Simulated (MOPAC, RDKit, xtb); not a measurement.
Complex: SiH4 (SMILES [SiH4]) (first 5 atoms) with CH4S (SMILES CS); geometry from B3LYP-D3(BJ)/def2-TZVP, rigid monomers moved along the line of their centres of mass till Si1···S7 is 3.26 Å.
(charge 0, multiplicity 1):
```
atom    x (Å)    y (Å)    z (Å)
----  -------  -------  -------
Si    -0.2461   0.0469   0.4985
H      0.0436   0.1598  -0.9526
H      0.7071  -0.9181   1.0912
H     -1.6342  -0.4268   0.6763
H     -0.0651   1.3754   1.1230
C      1.0559   0.5326   3.7949
S     -0.6279  -0.1595   3.7316
H      1.6375   0.2294   2.9268
H      0.9387   1.6146   3.7783
H      1.5653   0.2465   4.7124
H     -0.2759  -1.4554   3.7357
```

Counterpoise-corrected where a basis set is named; no monomer relaxation.

The state that AM1 reach isn't checked.

Programs: MOPAC for AM1 (differences of heats of formation); RDKit for the force fields; xtb for the GFN methods. Values without a source in brackets are computed.

### Question
What interaction energy does MMFF94 give?

### Answer
41 kJ/mol

### Question
Give the interaction energy at the level AM1.

### Answer
9 kJ/mol

### Question
What interaction energy does GFN-FF give?

### Answer
1 kJ/mol
